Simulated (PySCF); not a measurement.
Level of theory: r2SCAN-D4/def2-TZVP (PySCF). Gas-phase values, no solvent. Excitations are Tamm–Dancoff values on a coarser integration grid. The basis has no diffuse functions, so Rydberg states are missing or too high.

Reference species (SMILES): `[SiH3]Cl` (neutral, multiplicity 1).

The dipole moment comes out as 1.22 D, the HOMO–LUMO gap comes out as 7.49 eV and the S1 excitation (TDA) is 7.51 eV. The LUMO is -0.53 eV.

Changed species: `Cl[SiH](Cl)Cl` (3 of 4 H replaced by Cl; the reference has 1 of 4 H replaced by Cl).

**Question.** What does the change do to the dipole moment, HOMO–LUMO gap, S1 excitation (TDA) and LUMO?

**Answer.** the dipole moment falls by 0.47 D, to 0.75 D; the HOMO–LUMO gap rises by 0.13 eV, to 7.62 eV; the S1 excitation (TDA) goes up by 0.24 eV, to 7.75 eV; the LUMO drops by 0.20 eV, to -0.73 eV.
